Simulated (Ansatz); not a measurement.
2 `[F][Hf]([SeH])([SeH])[SeH]` → `[SeH][Hf]([SeH])([SeH])[SeH]` + `[F][Hf]([F])([SeH])[SeH]`  (redistribution)

Computed with Ansatz on PBE0-D4/def2-TZVP structures; ΔE is electronic, products minus reactants. CBS: MP2 limit from def2 TZ/QZ plus the TZ coupled-cluster correction, frozen cores. Functionals use def2-TZVPP. B3LYP here is the variant with VWN-RPA as its local correlation; programs differ in this. def2 core potentials past Kr. For Hf, Se outer-core shells are correlated without core-valence functions, which leaves a few kJ/mol of doubt a bond. Scalar relativity is left out up to krypton. Each species was taken in one conformer, which may not be the lowest.

| level | ΔE (kJ/mol) | difference from CCSD(T)/CBS |
| --- | --- | --- |
| PBE-D4 | -7.1 | 1.6 |
| r2SCAN-D4 | -7.1 | 1.6 |
| PBE0-D4 | -6.4 | 2.3 |
| B3LYP-D4 | -8.8 | -0.1 |
| ωB97X-V | -4.7 | 4.0 |
| ωB97M-V | -5.1 | 3.6 |
| B2PLYP | -9.9 | -1.2 |
| PBE | -6.2 | 2.5 |
| r2SCAN | -7.0 | 1.7 |
| PBE0 | -5.6 | 3.1 |
| B3LYP | -7.3 | 1.4 |
| HF/def2-TZVPP | -4.9 | 3.8 |
| MP2/def2-TZVPP | -14.4 | -5.7 |
| SCS-MP2/def2-TZVPP | -12.8 | -4.1 |
| CCSD/def2-TZVPP | -8.8 | -0.1 |
| CCSD(T)/def2-TZVPP | -9.9 | -1.2 |
| HF/def2-QZVPP | -5.1 | 3.6 |
| MP2/def2-QZVPP | -13.7 | -5.0 |
| SCS-MP2/def2-QZVPP | -12.3 | -3.6 |
| HF/CBS(def2) | -5.1 | 3.6 |
| MP2/CBS(def2) | -13.1 | -4.4 |
| CCSD/CBS(def2) | -7.6 | 1.1 |
| CCSD(T)/CBS | -8.7 | 0 |

Largest T1 diagnostic among the species: 0.014.

In def2-TZVPP, CCSD(T) changes the Hartree–Fock value by −5.0 kJ/mol (the triples alone add −1.0 kJ/mol) and MP2 by −9.4 kJ/mol.
